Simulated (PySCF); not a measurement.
**KP and its ions**

UHF; basis K aug-pcseg-1, P aug-pcseg-1; no relativity; PySCF 2.14. Neutral (UHF): triplet (π ↑↑), Re = 3.122 Å, ωe = 208 cm⁻¹, De = 0.35 eV, HOMO -5.31 eV, LUMO -0.40 eV.

KP⁺ (UHF): quartet (σ ↑, π ↑↑), Re = 3.757 Å, ωe = 65.2 cm⁻¹, De = 0.11 eV to K⁺ + P. The energies at the minima are -939.75847 hartree for KP and -939.60396 for KP⁺.

Question: Work out the adiabatic ionisation energy, without and with harmonic zero-point energies (1 hartree = 27.2114 eV, 1 eV = 8065.5 cm⁻¹), and the change of the bond length.

Answer: At UHF: 0.15451 hartree = 4.204 eV between the minima; the zero-point term (65.2 − 208.0)/2 cm⁻¹ = -0.009 eV makes it 4.196 eV. Re changes by +63.5 pm against the neutral. The electron leaves a σ orbital, and the ion is left as a loose complex of an ion and an atom.

For an ion De counts to the pair picked by the measured ionisation energies or electron affinities, which need not be the lowest pair at this level. Hartree–Fock leaves out correlation, which carries a large part of most bond energies and some tenths to 1 eV of ionisation energies. States were picked by a PBE0 search and need not be the measured ground states.
